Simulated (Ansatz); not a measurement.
```yaml
atoms:
  - { symbol: Ni, position_ang: [0.0000, 0.0000, 0.0000] }
  - { symbol: C, position_ang: [0.0000, 0.0000, 2.0000] }
```

Basis set: pcseg-2 (spherical functions). Charge 0, multiplicity 3.

Computed with Ansatz (development build ahead of 0.2.0); each method stands on the lowest determinant of its kind that the runs found.

The atomization energy at this shape (free ground-state atoms in the same class of orbitals less the molecule, no zero-point energy) of triplet NiC:

```csv
method,atomization energy
ROHF,-33.57 kcal/mol
```

**Question.** What does PBE (unrestricted) give?

**Answer.** 76.10 kcal/mol. Caution: the shape is not the minimum. Caution for ROHF: stretched shape with no unrestricted run beside it, a lower state can exist; the molecule lies well above its atoms at this level.
